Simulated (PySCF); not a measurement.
Zn(Et) (C2H5Zn), SMILES [CH2]([Zn+])C, charge +1.

Coordinates come from a PBE-D3(BJ)/def2-SVP optimisation. The spin state was assumed, not searched. The isomer is the one that the SMILES or the coordinates give; other isomers of the formula were not compared.

Level of theory: PBE-D3(BJ)/def2-SVP run with PySCF 2.14.0.

Frequencies are harmonic and unscaled.

Computed normal modes with their intensities:
| mode | ν (cm⁻¹) | IR (km/mol) | moving atoms (share of kinetic energy) |
|---|---|---|---|
| 1 | 213 | 3.2 | C 57 %, H 23 %, Zn 21 % |
| 2 | 254 | 3.5 | H 91 % |
| 3 | 408 | 18.5 | C 67 %, H 19 %, Zn 15 % |
| 4 | 666 | 19.1 | H 87 %, C 13 % |
| 5 | 876 | 0.2 | H 94 % |
| 6 | 885 | 66.0 | H 81 %, C 19 % |
| 7 | 1039 | 91.2 | C 72 %, H 28 % |
| 8 | 1097 | 172.4 | H 74 %, C 26 % |
| 9 | 1179 | 1.8 | H 73 %, C 27 % |
| 10 | 1311 | 18.9 | H 86 %, C 14 % |
| 11 | 1360 | 24.9 | H 98 % |
| 12 | 1384 | 8.1 | H 89 %, C 11 % |
| 13 | 1418 | 3.4 | H 89 %, C 11 % |
| 14 | 2924 | 87.0 | H 95 % |
| 15 | 3009 | 16.3 | H 95 % |
| 16 | 3045 | 13.4 | H 93 % |
| 17 | 3093 | 10.4 | H 90 %, C 10 % |
| 18 | 3111 | 4.4 | H 90 %, C 10 % |
